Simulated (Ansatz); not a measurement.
A single point on CH6OS2Si (`OCS[SiH2]S`).

```yaml
crystal:
  periodic: [false, false, false]
  atoms:
    - {symbol: O, position_ang: [1.805950, 0.239619, 1.121451]}
    - {symbol: C, position_ang: [0.598016, 0.899820, 1.225398]}
    - {symbol: S, position_ang: [-0.861910, -0.213583, 1.462945]}
    - {symbol: Si, position_ang: [-1.258499, -0.635874, -0.565712]}
    - {symbol: S, position_ang: [0.506690, -1.460081, -1.499592]}
    - {symbol: H, position_ang: [1.801717, -0.266627, 0.297177]}
    - {symbol: H, position_ang: [0.384699, 1.545602, 0.366230]}
    - {symbol: H, position_ang: [0.627740, 1.512620, 2.125688]}
    - {symbol: H, position_ang: [-2.381141, -1.601815, -0.587188]}
    - {symbol: H, position_ang: [-1.591704, 0.579421, -1.352779]}
    - {symbol: H, position_ang: [0.433843, -0.656103, -2.573017]}
basis:
  gaussian: {orbitals: def2-QZVPP}
correlation: {method: mp2}
```

```sh
$ ansatz run in.yaml --threads 4 --pin off --events-out ev --progress --plain --max-ram 10444MiB
```

It prints (some lines left out):

```
Functional definition: HF
3006 factors; integrals over basis functions are off by at most 8.4e-4 eV
mean field evaluation 1: about -32660.7531 eV, gradient 3.5e1 eV
mean field evaluation 2: about -32660.9656 eV, gradient 3.5e1 eV
mean field evaluation 4: about -32664.0513 eV, gradient 4.2e0 eV
mean field evaluation 8: about -32664.1280 eV, gradient 3.3e-1 eV
mean field -32664.12867538 eV, -1200.3845882787 hartree, gradient 6.1e-6 eV, S^2 0.000000; 0 other end points of the search recorded, 0 dependent functions left out
17 core orbitals not correlated: weight in the atoms' cores, before any rotation towards them, 1.000 or more for the frozen orbitals, at most 0.000 for the correlated occupied ones
reference -32664.12867538 eV, -1200.3845882787 hartree; 16, 16 occupied and 471, 471 virtual orbitals, 3006 factors
second order -26.31489043 eV of doubles, -0.00000000 eV of singles
Total energy: -32690.44356582 eV, -1201.3516426652 hartree
```

It took 19 s on 4 threads of an Intel Xeon Platinum 8488C on a shared host, with 3.4 GiB of host memory at the peak.
